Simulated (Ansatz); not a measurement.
Born–Oppenheimer molecular dynamics of CH₅BClN (9 atoms, charge 0, multiplicity 1). It starts from a relaxed structure.

All numbers below come from RHF/STO-3G in Ansatz.

| Property | Result |
| --- | --- |
| ensemble | NVE (velocity Verlet) |
| time step | 0.5 fs |
| steps asked | 166 |
| starting velocities drawn for | 2000 K |
| seed | 758997 |

First frame:

```xyz
9
Properties=species:S:1:pos:R:3
B 0.040 -0.072 0.075
N -0.018 0.081 1.440
H -0.880 0.027 1.979
H 0.805 0.262 2.010
C 1.374 0.010 -0.762
H 1.559 -0.928 -1.276
H 1.303 0.782 -1.522
H 2.233 0.227 -0.137
Cl -1.521 -0.389 -0.782
```

Q: How far do the bonds stretch over the last three quarters of this one trajectory? (Pairs bonded in most of those frames.)

A: 
| bond | mean (Å) | spread (Å) | shortest | longest |
| --- | --- | --- | --- | --- |
| B1–N2 | 1.391 | 0.056 | 1.29 | 1.50 |
| B1–C5 | 1.585 | 0.032 | 1.52 | 1.64 |
| B1–Cl9 | 1.817 | 0.038 | 1.75 | 1.90 |
| N2–H3 | 1.031 | 0.046 | 0.94 | 1.12 |
| N2–H4 | 1.032 | 0.037 | 0.97 | 1.09 |
| C5–H6 | 1.089 | 0.026 | 1.04 | 1.14 |
| C5–H7 | 1.089 | 0.009 | 1.07 | 1.10 |
| C5–H8 | 1.092 | 0.035 | 1.03 | 1.16 |

Mean temperature of the second half: 1009 K. The conserved energy stayed within 2.3 meV per atom of its start (net change 1 meV per atom), so the integration is sound. Over the second half the temperature averaged 0.50 of the 2000 K drawn at the start: a run that starts near a minimum puts about half its kinetic energy into the potential. A run of 0.083 ps of so small a system gives no equilibrium averages. Limits of this set-up: minimal basis.

The run took 54 s on 1 thread of Arm Neoverse V2 (shared host), peak memory 0.073 GiB.
